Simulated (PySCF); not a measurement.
SMILES Cl[Si]([GeH3])([GeH3])[GeH3] (B3LYP/def2-SVP optimised geometry):

```
14

Cl     1.078     1.264    -3.633
Si     0.331     0.231    -1.941
Ge     1.159     1.390     0.000
Ge    -2.071     0.309    -2.085
Ge     1.172    -2.021    -2.078
H      2.703     1.390     0.000
H      0.663     0.697     1.289
H      0.661     2.850     0.000
H     -2.547    -0.363    -3.390
H     -2.703    -0.434    -0.886
H     -2.558     1.773    -2.072
H      0.678    -2.695    -3.375
H      2.715    -2.014    -2.076
H      0.679    -2.850    -0.870
```

Calculation: B3LYP/def2-TZVP (PySCF).

Problem. What are the frontier orbital energies and the dipole moment?

Solution. HOMO-2 -9.23 eV, HOMO-1 -7.56 eV, HOMO -7.56 eV, LUMO -1.15 eV, LUMO+1 -0.53 eV; dipole moment 1.32 D.

On the same geometry PySCF with PBE/def2-TZVP gives HOMO-2 -8.13 eV, HOMO-1 -6.67 eV, HOMO -6.67 eV, LUMO -1.81 eV, LUMO+1 -1.10 eV; dipole moment 1.24 D.

Meta-Löwdin charges at B3LYP/def2-TZVP: Cl1 -0.32, Si2 0.33, Ge3 0.13, Ge4 0.13, Ge5 0.13, H6 -0.04, H7 -0.05, H8 -0.04, H9 -0.04, H10 -0.05, H11 -0.04, H12 -0.04, H13 -0.04, H14 -0.05.
